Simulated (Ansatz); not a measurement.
Molecule: GeH2, net charge 0, singlet state. 
Coordinates optimised at B3LYP-D3(BJ)/def2-TZVP (Ansatz, a quantum-chemistry and plane-wave program):
```xyz
3

Ge    -0.0030    -0.0010     0.0661
H      0.0397    -1.1207    -1.0751
H      0.0547     1.1536    -1.0391
```
Charge 0, spin multiplicity 1.

Basis-set convergence of Hartree-Fock and CCSD(T) correlation energies (hartree) with Ansatz. Valence correlation only, unless marked. No spin-orbit coupling. Frozen are the shells of the preceding noble gas and the d and f shells that filled before the atom's block. No relativistic terms.

The Hartree-Fock reference is unstable (checked in the largest basis), which strains HF and MP2. 

```csv
basis,functions,E(HF),"E(corr, CCSD(T))"
def2-SVP,42,-2076.21146,-0.11226
def2-TZVPP,76,-2076.47621,-0.13186
def2-QZVPP,149,-2076.51862,-0.13714
```

Extrapolating the two largest sets (X = 3 and 4) as X^-3: E(corr) = (64·(-0.13714) - 27·(-0.13186))/37 = -0.1410 Eh, an estimate of the basis-set limit. The largest set recovers 97.3 % of it, the smallest 79.6 %.
